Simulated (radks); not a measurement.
Initial-state core-level shifts of the sulfur ion S2+ when its valence configuration changes from [Ne] 3s2 3p2. Calculated with a radial shooting solver on a logarithmic mesh with Libxc functionals: non-relativistic Kohn-Sham, PBE, spin-polarised, spherical densities, point nucleus; open shells are filled with parallel spins first. Shifts are changes of the shell-averaged eigenvalues in eV (positive: less bound); the change of the density at the nucleus, which sets a Mossbauer isomer shift, is in e/bohr^3, on a base of 2678.

valence	1s	2s	2p	density at nucleus
3s1.5 3p2.5	-0.335	-0.369	-0.358	-5.0690
3s1 3p3	-0.535	-0.620	-0.596	-10.2476
3p4	-2.441	-2.464	-2.424	-20.7938
3s0.5 3p3.5	-1.548	-1.595	-1.565	-15.5235
